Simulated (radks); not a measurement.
Effect of the nuclear size on neutral fluorine, [He] 2s2 2p5. All-electron calculation, Dirac Kohn-Sham, PBE, spin-unpolarised, spherical densities, finite nucleus; open shells fill j = l - 1/2 first; Fermi nuclear charge, rms radius 2.8976 fm. Program: a radial shooting solver on a logarithmic mesh with Libxc functionals. The rms radius is varied about that value; shifts are against it.

[
 {"rms radius (fm)": "2.463", "total energy shift (eV)": "-0.000199", "density at nucleus (e/bohr^3)": "465.9", "1s1/2 shift (meV)": "-0.080"},
 {"rms radius (fm)": "2.66", "total energy shift (eV)": "-0.000113", "density at nucleus (e/bohr^3)": "465.6", "1s1/2 shift (meV)": "-0.046"},
 {"rms radius (fm)": "2.8976", "total energy shift (eV)": "0", "density at nucleus (e/bohr^3)": "465.4", "1s1/2 shift (meV)": "0.000"},
 {"rms radius (fm)": "3.0425", "total energy shift (eV)": "0.0000733", "density at nucleus (e/bohr^3)": "465.3", "1s1/2 shift (meV)": "0.030"},
 {"rms radius (fm)": "3.3844", "total energy shift (eV)": "0.000260", "density at nucleus (e/bohr^3)": "465", "1s1/2 shift (meV)": "0.105"}
]

Slopes of the eigenvalues against <r^2> in GHz/fm^2, as finite differences over the two radii next to the reference (eigenvalue slopes, not the field-shift constants of lines): 1s1/2 8.33.
